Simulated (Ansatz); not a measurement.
CH4ClF2MoNO, SMILES `C[N]=[Mo]([OH])([F])([F])[Cl]`. Charge 0, multiplicity 1. Mo: def2 effective core potential. Geometry: relaxed with PBE0-D4/def2-TZVP. It is one conformer, not always the lowest.

```xyz
11

C    -1.070    1.180    1.030
N    -0.173    0.481    0.204
Mo    0.511   -0.658   -0.886
O     2.124   -0.978   -0.055
F     0.541    0.480   -2.332
F     0.876   -2.019   -2.164
Cl   -1.190   -2.076   -0.300
H    -1.461    2.063    0.514
H    -1.906    0.516    1.286
H    -0.576    1.499    1.954
H     2.324   -0.489    0.750
```

(1) What is the dipole moment at ωB97M-V/def2-TZVPP? (Estimate.)

(2) And with PBE, r2SCAN, B3LYP? (An estimate is asked.)

(3) Give the Mulliken charges with ωB97M-V, B3LYP, r2SCAN in def2-TZVPP. (Estimate.)

Results:

(1) Computed: 6.53 D, with components (-0.45, 4.12, 5.05) D in this frame, pointing from negative to positive charge.

(2) The calculation gave: PBE 6.01 D, r2SCAN 6.23 D, B3LYP 6.39 D.

(3) Ansatz gave: 
```
atom  ωB97M-V  B3LYP  r2SCAN
  C1    -0.18  -0.12   -0.01
  N2    -0.40  -0.41   -0.45
 Mo3     1.37   1.44    1.47
  O4    -0.40  -0.42   -0.43
  F5    -0.36  -0.37   -0.36
  F6    -0.40  -0.41   -0.40
 Cl7    -0.24  -0.28   -0.29
  H8     0.14   0.12    0.08
  H9     0.13   0.12    0.08
 H10     0.13   0.11    0.07
 H11     0.21   0.22    0.23
```

B3LYP here is the variant with VWN-RPA as its local correlation; programs differ in this.
